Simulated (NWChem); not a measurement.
Molecule: ZnNH$_{3}$S; SMILES [NH2][Zn][SH]

```xyz
6

Zn     0.2323    -0.2840     0.0076
N      0.4194    -2.0889    -0.0005
H      0.1399    -2.5997    -0.8337
H      0.0930    -2.6125     0.8073
S      0.2024     1.8896     0.0174
H     -1.1482     1.9464    -0.0204
```
Atoms are numbered in this order, from 1.

All runs use the structure optimised with PBE0/def2-SVP.

Give the principal values of the shielding tensors (ppm) of Zn1, N2, S5 from LDA (Slater exchange, VWN5)/pcSseg-1, GIAO (NWChem), with their diamagnetic and paramagnetic parts as GIAO splits them.


```
atom    σ11    σ22     σ33  isotropic  diamagnetic  paramagnetic
----  -----  -----  ------  ---------  -----------  ------------
Zn1   956.5  959.5  2378.8     1431.6       2522.3       -1090.6
N2    230.4  248.5   307.9      262.3        312.8         -50.5
S5    737.1  740.1   844.8      774.0       1056.6        -282.6
```
